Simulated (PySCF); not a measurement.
# Vertical excitation energies

Species: C2H8Cl2OSi2.
SMILES: `CO[Si@@H](Cl)[SiH2]CCl`

Method used: PySCF, TDDFT B3LYP/def2-SVPD, vertical, gas phase, core orbitals frozen in the response. One conformer (not necessarily the lowest) at the GFN2-xTB geometry, without solvent, vibrations or thermal averaging. Torsions of this conformer, `[CH3:1][O:2][Si@@H:3]([Cl:4])[SiH2:5][CH2:6][Cl:7]`: C1–O2–Si3–Cl4 51°, O2–Si3–Si5–C6 -174°, Si3–Si5–C6–Cl7 -57°.

| state | E (eV) | E (hartree) | f | \|μ\| (D) | main configurations (H = HOMO, L = LUMO) |
| --- | --- | --- | --- | --- | --- |
| S1 | 6.10 | 0.2242 | 0.013 | 0.75 | H→L (98%) |
| S2 | 6.37 | 0.2339 | 0.043 | 1.34 | H-1→L (91%) |
| S3 | 6.42 | 0.2359 | 0.0041 | 0.41 | H→L+1 (94%) |
| S4 | 6.71 | 0.2465 | 0.0003 | 0.12 | H-2→L (85%) |
| S5 | 6.76 | 0.2483 | 0.015 | 0.76 | H→L+2 (73%), H-1→L+2 (10%), H-2→L (9%) |
| S6 | 6.79 | 0.2494 | 0.015 | 0.75 | H-1→L+1 (83%), H-3→L (8%) |
| S7 | 6.86 | 0.2521 | 0.011 | 0.66 | H-3→L (85%), H-1→L+1 (9%) |
| S8 | 7.16 | 0.2630 | 0.0044 | 0.40 | H-2→L+1 (70%), H-2→L+2 (11%), H-1→L+2 (11%) |

Triplets (Tamm–Dancoff): T1 5.60 eV, H→L (80%), H-1→L (11%); T2 5.92 eV, H→L+1 (55%), H-1→L+1 (20%); T3 5.94 eV, H-1→L (43%), H→L+2 (27%).

The lowest singlet comes at 203 nm (589 kJ/mol) in the ultraviolet; it is weak; its leading configuration is HOMO→LUMO (98%). The strongest level in the table is S2 at 6.37 eV (195 nm, f = 0.043). Löwdin shares by element: HOMO chlorine 33% or more, carbon 16% or more, silicon 13% or more, oxygen 9% (atoms not listed hold the other 29%); LUMO silicon 45%, chlorine 18% (atoms not listed hold the other 37%). The listed states span 1.06 eV. The oscillator strengths of these states sum to 0.106; summed over the whole spectrum of an exact calculation they would give the number of electrons, 90 (Thomas–Reiche–Kuhn). Orbital energies (eV): HOMO-3 -8.58, HOMO-2 -8.41, HOMO-1 -8.12, HOMO -7.78, LUMO -0.80, LUMO+1 -0.44, LUMO+2 0.06. No computed singlet lies in the visible range (380 to 750 nm); the lowest, at 203 nm, stands 2.84 eV above its violet end (3.26 eV). Only the lowest 8 singlets were computed, as vertical energies without vibronic structure.

Time: 56 s of wall time (with the writing of density and orbital grids); peak memory 0.86 GiB. Hardware: one thread of an Arm Neoverse V2, shared host with 192 logical CPUs at a one-minute load of 146.
